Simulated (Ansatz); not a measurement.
Geometry optimisation, Ansatz, RKS PBE0/def2-SVP.

input.yaml

```yaml
crystal:
  periodic: [false, false, false]
  atoms:
    - { symbol: W, position_ang: [0.044626, -0.302478, -0.143881] }
    - { symbol: H, position_ang: [0.020737, 0.099716, 1.505812] }
    - { symbol: Cl, position_ang: [2.324555, -0.03125, 0.359684] }
    - { symbol: H, position_ang: [0.028923, 1.301845, 0.302798] }
    - { symbol: Cl, position_ang: [-2.186065, -0.020515, -0.040792] }
    - { symbol: Cl, position_ang: [0.00409, -2.422745, 0.764726] }
    - { symbol: Cl, position_ang: [0.314434, 0.705428, -2.197047] }
basis:
  gaussian: { orbitals: def2-SVP }
hamiltonian:
  xc: pbe0
relax:
  f_tol: 0.03
  max_steps: 50
```

Run as:

```bash
$ ansatz run input.yaml --threads 2 --pin off --max-ram 3072MiB --backend cpu --events-out ev --progress --plain --runs-dir out
```

Question: Where does it end, and by what steps?

Answer: It converged. After 5 steps the energy has fallen by 0.071 eV; H2 moved furthest, 0.07 Å.

| step | energy less start (eV) | largest force component (eV/Å) | accepted |
| --- | --- | --- | --- |
| 0 | 0.0000 | 1.111 | yes |
| 1 | -0.0413 | 0.388 | yes |
| 2 | -0.0681 | 0.154 | yes |
| 3 | -0.0699 | 0.110 | yes |
| 4 | -0.0690 | 0.097 | no |
| 5 | -0.0708 | 0.013 | yes |

```xyz
7
Properties=species:S:1:pos:R:3
W 0.095 -0.293 -0.126
H -0.046 0.092 1.486
Cl 2.302 -0.058 0.322
H 0.065 1.307 0.327
Cl -2.154 -0.039 -0.068
Cl 0.009 -2.410 0.803
Cl 0.280 0.731 -2.193
```

Whether the end is a true minimum wasn't checked by a vibrational analysis.

Time of the run: 23 s on 2 threads of Intel(R) Xeon(R) Platinum 8375C CPU @ 2.90GHz (Ice Lake), with other jobs on the host, peak memory 0.31 GiB.
